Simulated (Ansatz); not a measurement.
As(SMe)3 (C₃H₉AsS₃). Charge 0, multiplicity 3. Geometry PBE-D4/def2-SVP, that of the neutral singlet; atoms count from 1.

```xyz
16

As   -0.227    0.014    0.002
S     0.853   -1.951   -0.367
C    -0.205   -2.608   -1.714
H    -1.266   -2.690   -1.404
H     0.176   -3.623   -1.943
H    -0.123   -1.982   -2.623
S     0.986    0.629    1.822
C    -0.015   -0.191    3.122
H    -1.068    0.152    3.111
H     0.441    0.091    4.091
H     0.025   -1.293    3.015
S     0.947    1.237   -1.510
C     0.001    2.805   -1.403
H    -1.073    2.656   -1.631
H     0.434    3.483   -2.165
H     0.115    3.270   -0.404
```

At PBE0-D4/def2-TZVP a singlet of charge 0 lies 3.71 eV below the triplet at the same geometry.

**Question.** Estimate the Mulliken populations from the PBE0/def2-TZVP orbitals of Ansatz.

**Answer.** 
```csv
atom,charge (e),spin (α − β)
As1,0.04,0.87
S2,-0.12,0.19
C3,-0.36,-0.01
H4,0.15,0.02
H5,0.15,0.00
H6,0.15,0.00
S7,-0.14,0.20
C8,-0.31,-0.02
H9,0.14,0.01
H10,0.13,0.02
H11,0.15,0.01
S12,-0.09,0.71
C13,-0.30,-0.08
H14,0.13,0.05
H15,0.14,0.01
H16,0.15,0.02
```
Mulliken values depend strongly on the basis.

**Question.** Where does the spin sit?

**Answer.** Summed by element: As 0.87, S 1.09, C -0.11, H 0.15, of 2 unpaired in all. Largest on single atoms: As1 0.87, S12 0.71, S7 0.20.

**Question.** And the Mayer bond orders between heavy atoms (over 0.3)?

**Answer.** As1–S2 1.03 (2.27 Å); As1–S7 1.07 (2.27 Å); As1–S12 0.86 (2.27 Å); S2–C3 1.02 (1.83 Å); S7–C8 1.00 (1.83 Å); S12–C13 0.99 (1.83 Å).
